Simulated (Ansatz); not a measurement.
A geometry relaxed with Ansatz (a program for electronic structure) with r2SCAN-D4/def2-TZVP, charge 0, multiplicity 2:

```xyz
6

O      1.1916    -0.7712    -0.2311
H     -1.6862    -1.1138     0.0447
H      2.1221    -0.6860     0.0048
O     -1.7308    -0.1495     0.0608
Sn     0.0144     0.6295     0.5440
H      0.0889     2.0910    -0.4232
```

### Question
Write the SMILES of this molecule.

### Answer
`[OH][SnH][OH]`
